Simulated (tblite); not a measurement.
Compound: C₄H₃F₃NP.
Structure used (GFN2-xTB), in Å, numbered top down from 1:
```xyz
12
C4H3F3NP angstrom
N     -1.5558   -1.1039    1.6756
C     -1.6277   -0.5563    0.6747
C     -1.6634    0.1577   -0.5686
P     -0.1314    1.2309   -0.7599
C      1.0888   -0.1156   -0.5022
F      1.0490   -1.0750   -1.4481
C      2.0399   -0.1552    0.4245
F      2.1409    0.7696    1.3705
F      2.9778   -1.0740    0.5569
H     -2.5441    0.8050   -0.6105
H     -1.6988   -0.5436   -1.4090
H     -0.0740    1.6598    0.5701
```

All values are computed: GFN2-xTB (tblite) harmonic vibrations without scaling, gas phase. Against measured fundamentals such values can be off by several per cent, at times by over 20. Modes of hydrogen on phosphorus can be 10 to 20 % off. One conformer, not necessarily the lowest.

Harmonic wavenumbers (cm⁻¹): 27.9, 45.4, 107.9, 133.6, 155.9, 204.8, 264.3, 367.4, 374.6, 418.2, 451.1, 458.8, 489.3, 636.3, 682.3, 734.2, 869.0, 885.7, 988.6, 1009.2, 1069.7, 1138.4, 1177.4, 1203.6, 1373.4, 1728.1, 2296.0, 2399.5, 2940.6, 2955.4.

A = 1827, B = 965.8, C = 888.5 MHz; mass 152.996 u (most abundant isotopes); point group C1, symmetry number 1.

**Question.** Zero-point energy?

**Answer.** Half the sum of the wavenumbers: 13793 cm⁻¹ = 165.00 kJ/mol.

**Question.** Entropy at 298.15 K, 1 bar (ideal gas, RRHO, classical rotation)?

**Answer.** Translation 171.59, rotation 124.29, vibration 127.68: S = 423.6 J/(mol K).

**Question.** And Cp and H(298.15 K) − H(0)?

**Answer.** Cp = 147.48 J/(mol K), of which vibrations give 114.23 (their classical limit is 30 R = 249.4); H(298.15 K) − H(0) = 28.66 kJ/mol without the zero-point energy, 18.75 from vibrations.

**Question.** Which modes carry the vibrational entropy at 298.15 K?

**Answer.** 27.9 cm⁻¹: 24.99; 45.4 cm⁻¹: 20.95; 107.9 cm⁻¹: 13.83; 133.6 cm⁻¹: 12.11; 155.9 cm⁻¹: 10.87; 204.8 cm⁻¹: 8.74 J/(mol K); the other 24 give 36.18 together.

**Question.** Blend soft modes into free rotors: weight 1/[1 + (100 cm⁻¹/ν̃)⁴] for the oscillator and the rest for a rotor with moment μB/(μ + B), μ = h/(8π²ν), B = 10⁻⁴⁴ kg m². What vibrational entropy results?

**Answer.** 113.19 J/(mol K) in place of 127.68, which changes −T·S at 298.15 K by +4.32 kJ/mol.

**Question.** How do the functions run with temperature in this model?

**Answer.** 
```json
{"T (K)": "150", "S (J/(mol K))": "339.8", "Cp (J/(mol K))": "99.3", "H − H(0) (kJ/mol)": "10.20", "G − H(0) (kJ/mol)": "-40.78", "ln q(vib)": "3.86"}
{"T (K)": "250", "S (J/(mol K))": "398.8", "Cp (J/(mol K))": "133.4", "H − H(0) (kJ/mol)": "21.89", "G − H(0) (kJ/mol)": "-77.82", "ln q(vib)": "6.56"}
{"T (K)": "400", "S (J/(mol K))": "470.5", "Cp (J/(mol K))": "172.4", "H − H(0) (kJ/mol)": "45.00", "G − H(0) (kJ/mol)": "-143.21", "ln q(vib)": "10.30"}
{"T (K)": "600", "S (J/(mol K))": "547.3", "Cp (J/(mol K))": "205.6", "H − H(0) (kJ/mol)": "83.08", "G − H(0) (kJ/mol)": "-245.29", "ln q(vib)": "14.78"}
{"T (K)": "900", "S (J/(mol K))": "636.6", "Cp (J/(mol K))": "234.1", "H − H(0) (kJ/mol)": "149.47", "G − H(0) (kJ/mol)": "-423.49", "ln q(vib)": "20.59"}
```

q(vib) and H(0) count from the zero-point level.

Hindered rotation and anharmonicity are outside this model. Other conformers, if any are populated, would add a mixing term that is left out. The structure is chiral; the term R ln 2 for an equal mix with its mirror image is left out.

Hardware: an Arm Neoverse V2 with one thread, shared host with 192 logical CPUs at a one-minute load of 60. Cost: 0.3 s wall. The figure is for the frequency step alone.
